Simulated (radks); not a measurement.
The numbers below are computed, except where a source is named.
Initial-state core-level shifts of neutral molybdenum when its valence configuration changes from [Kr] 4d5 5s1. Code: a radial shooting solver on a logarithmic mesh with Libxc functionals. Model: Dirac Kohn-Sham, PBE, spin-unpolarised, spherical densities, point nucleus; open shells fill j = l - 1/2 first. Shifts are changes of the shell-averaged eigenvalues in eV (positive: less bound).

valence              2s      3s      3d      4p
4d4 5s1 5p1      -4.246  -4.214  -4.228  -3.894
4d5 5s0.5 5p0.5  -0.641  -0.651  -0.648  -0.678
4d4 5s2          -2.970  -2.924  -2.941  -2.586
4d5.5 5s0.5      +1.205  +1.195  +1.201  +1.086
4d5.5 5p0.5      +0.585  +0.564  +0.573  +0.420
4d4.5 5s1.5      -1.396  -1.377  -1.385  -1.230
4d6              +2.213  +2.197  +2.209  +2.012
4d3 5s1 5p2      -9.138  -9.012  -9.048  -8.081
4d5 5p1          -1.237  -1.256  -1.252  -1.308
